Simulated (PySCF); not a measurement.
A run for PySCF: D3(BJ) and D4 dispersion corrections on CH2O (SMILES [H]/[C-]=[O+]/[H]).

```python
from pyscf import gto
from pyscf.dispersion import dftd3, dftd4

mol = gto.M(
    atom='''
    C    -0.67331672   -0.04562142   -0.00000000
    O     0.63521853   -0.03971846   -0.00000000
    H    -0.91748392    1.04125744    0.00000000
    H     0.95558212   -0.95591757    0.00000000
    ''',
    basis='def2-svp',
    charge=0, spin=0, verbose=0, max_memory=1800)
d3, d4 = {}, {}
for xc in ['hf', 'pbe', 'blyp', 'revpbe', 'tpss', 'r2scan', 'b3lyp', 'pbe0', 'bhlyp', 'camb3lyp', 'b2plyp']:
    d3[xc] = float(dftd3.DFTD3Dispersion(mol, xc=xc, version='d3bj', atm=False).get_dispersion()['energy'])
    print(f'D3(BJ) {xc:10s} {d3[xc]:14.8f} Eh')
for xc in ['hf', 'pbe', 'blyp', 'revpbe', 'tpss', 'r2scan', 'b3lyp', 'pbe0', 'bhlyp', 'camb3lyp', 'b2plyp']:
    d4[xc] = float(dftd4.DFTD4Dispersion(mol, xc={'camb3lyp': 'cam-b3lyp'}.get(xc, xc), atm=True).get_dispersion()['energy'])
    print(f'D4     {xc:10s} {d4[xc]:14.8f} Eh')
```

The log:

```
D3(BJ) hf            -0.01196939 Eh
D3(BJ) pbe           -0.00105190 Eh
D3(BJ) blyp          -0.00219537 Eh
D3(BJ) revpbe        -0.00295888 Eh
D3(BJ) tpss          -0.00126834 Eh
D3(BJ) r2scan        -0.00025477 Eh
D3(BJ) b3lyp         -0.00176629 Eh
D3(BJ) pbe0          -0.00084384 Eh
D3(BJ) bhlyp         -0.00131424 Eh
D3(BJ) camb3lyp      -0.00068756 Eh
D3(BJ) b2plyp        -0.00075712 Eh
D4     hf            -0.00397831 Eh
D4     pbe           -0.00086047 Eh
D4     blyp          -0.00204790 Eh
D4     revpbe        -0.00362434 Eh
D4     tpss          -0.00117337 Eh
D4     r2scan        -0.00019776 Eh
D4     b3lyp         -0.00138613 Eh
D4     pbe0          -0.00069575 Eh
D4     bhlyp         -0.00089013 Eh
D4     camb3lyp      -0.00067762 Eh
D4     b2plyp        -0.00058919 Eh
```

The run finished.

Cost: very roughly 0.010 core-seconds.
